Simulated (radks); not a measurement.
Results of a calculation; reference values are marked as such.
Task: These are the eigenvalues of the occupied orbitals of an atom or ion with whole-number occupations (eV). Code: a radial shooting solver on a logarithmic mesh with Libxc functionals. Model: Dirac Kohn-Sham, LDA (Slater exchange, Perdew-Wang correlation), spin-unpolarised, spherical densities, point nucleus.

1s1/2: -20877.46
2s1/2: -3019.681
2p1/2: -2790.077
2p3/2: -2672.023
3s1/2: -564.4446
3p1/2: -476.1593
3p3/2: -456.3843
3d3/2: -299.6304
3d5/2: -295.8225
4s1/2: -119.0552
4p1/2: -92.6640
4p3/2: -89.5127
4d3/2: -49.4630

Which element is it, and in what charge state? The configuration may be excited. Open shells, if any, fill j = l - 1/2 first.

Result: Z = 43, technetium, charge +4: Tc4+ in [Kr] 4d3. The list shows which subshells hold electrons but not how many an open one holds; the 1s level, -767.23 hartree, gives Z - s = 39.2 by -(Z - s)^2/2, which with screening and relativity narrows Z to a few neighbours, and the depths of the outer levels then fix element, charge and occupations together.
